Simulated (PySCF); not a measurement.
NMR data simulated for an unnamed compound:

$^{1}$H NMR (600 MHz, computed): δ 5.57 (m, 1H).

$^{13}$C{$^{1}$H} NMR (computed): δ 128.9 (C), 91.1 (C), 88.9 (CH).

PySCF 2.14 calculation with GFN2-xTB structure and NMR shieldings at PBE0/pcSseg-1/GIAO; isolated molecule, relativity neglected, equivalent nuclei averaged, a single conformation.

Chemical shifts δ = σref − σ; $^{1}$H, $^{13}$C vs TMS, all at this level.

Which of these does the molecule contain: a three-membered ring, a Si–CH3 group, an N-methyl group, a non-aromatic C=C double bond, a CF3 group?

## Answers


- A three-membered ring: yes.
- A Si–CH3 group: no.
- An N-methyl group: no.
- A non-aromatic C=C double bond: no.
- A CF3 group: yes (δC 128.9).

The data belong to SMILES O1[C@@H](F)[C@@]1(F)C(F)(F)F, C$_{3}$HF$_{5}$O; they needn't prove each group on their own.

Carbon signals by region: 1 in the sp2 and nitrile region (100–160 ppm), 2 at 50–100 ppm.

Splittings by $^{19}$F in the carbon and heteronuclear signals aren't shown, as no couplings were computed. Shifts are as computed. Against solution values, carbons near 30 ppm lie about +3 ppm off and those near 130 ppm about +5 ppm. Of 1313 compounds with measured shifts, 239 miss one by over three times the rms of a fit or turn the order of signals round; such compounds aren't used in these exercises.
